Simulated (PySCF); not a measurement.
CH7NSi3, SMILES [SiH3][Si@@H]1[SiH2]C=N1.

Geometry: B3LYP-D3(BJ)/def2-SVP. The structure was generated by enumeration; whether it is a known compound was not checked.

The numbers are results of CAM-B3LYP/def2-TZVP in PySCF, not measurements.

The molecule is in vacuum.

Problem. Estimate the frontier levels, gap, dipole moment and polarisability. (An estimate is asked for; the answer gives what the named calculation found.)

Solution. 
The highest occupied level is -8.12 eV and the lowest empty level is -0.04 eV. The orbital gap comes out as 8.08 eV and the dipole moment is 1.71 D. The quadrupole, principal values (traceless, Buckingham form, about the centre of nuclear charge) is -5.75, 0.00, 5.75 D·Å. The mean static polarisability is 101.9 bohr³ (15.10 Å³). The polarisability, principal values comes out as 85.5, 90.8, 129.2 bohr³.
